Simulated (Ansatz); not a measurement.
Coupled-cluster diagnostics for the cluster Hg3, Ansatz.

Geometry of the singlet (r2SCAN/def2-TZVP):

```xyz
3

Hg    0.767    0.673   -1.646
Hg    0.685    0.606    1.706
Hg   -1.452   -1.279   -0.061
```

In the def2 sets Hg takes a core potential; there is no spin–orbit coupling. Correlated methods freeze no core orbitals; core or outer-core shells of Hg are correlated, in sets that lack core-valence functions. The structure comes from a short search, and lower isomers may exist.

Question: Estimate the CCSD(T) correlation energy, the shares of MP2 and (T), T1 and the reference's ⟨S²⟩ for: charge 0, singlet, own geometry in def2-TZVP; and the rough time on 4 threads of Arm Neoverse V2 on a shared host.

Answer: 
```tsv
state	basis	correlation (eV)	MP2 share (%)	(T) share (%)	T1	⟨S²⟩ (pure)	wall time
charge 0, singlet, own geometry	def2-TZVP	-35.106	106.3	2.5	0.014	0.00 (0.00)	15 s
```
Customary marks for T1 are 0.02 (closed shells), 0.045 (open shells) and about 0.05 (3d metals). T1 stays under 0.02 throughout.
